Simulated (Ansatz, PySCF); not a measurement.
This Ansatz (a first-principles code) input computes a CCSD(T)/cc-pVDZ energy:

Ansatz 0.2 input:
```yaml
crystal:
  periodic: [false, false, false]
  atoms:
    - {symbol: B, position_ang: [-0.12939438, -0.05520889, 0.01380780]}
    - {symbol: F, position_ang: [-0.09531372, 1.35103738, -0.02672089]}
    - {symbol: O, position_ang: [-1.18166930, -0.77849732, 0.13336865]}
    - {symbol: O, position_ang: [1.22654528, -0.52198366, -0.10317614]}
    - {symbol: H, position_ang: [1.14578751, -1.47944414, -0.07009104]}
basis:
  gaussian:
    orbitals: cc-pVDZ
total_charge: -1
magnetization: {spin_polarized: false}
correlation: {method: ccsd_t, electrons: outside_noble_gas}
```

Q: Write an input for the same energy in PySCF and say what it gives.

A: 
```python
from pyscf import gto, scf, mp, cc as ccmod

mol = gto.M(
    atom='''
    B    -0.12939438   -0.05520889    0.01380780
    F    -0.09531372    1.35103738   -0.02672089
    O    -1.18166930   -0.77849732    0.13336865
    O     1.22654528   -0.52198366   -0.10317614
    H     1.14578751   -1.47944414   -0.07009104
    ''',
    basis='cc-pvdz',
    charge=-1,
    spin=0,
    verbose=4,
)

mf = scf.RHF(mol)
mf.conv_tol = 1e-10
mf.max_cycle = 100
mf.kernel()
mp2 = mp.MP2(mf, frozen=4).run()
cc = ccmod.CCSD(mf, frozen=4)
cc.max_cycle = 100
cc.kernel()
et = cc.ccsd_t()
print(f'E(CCSD(T)) = {cc.e_tot + et:.9f}')
```
It gives -275.27866 Eh, and Ansatz -275.27866 Eh, a difference of 0.00 mEh.

It need not be the lowest isomer of its formula. Whether it binds its extra electron was not tested at this geometry.
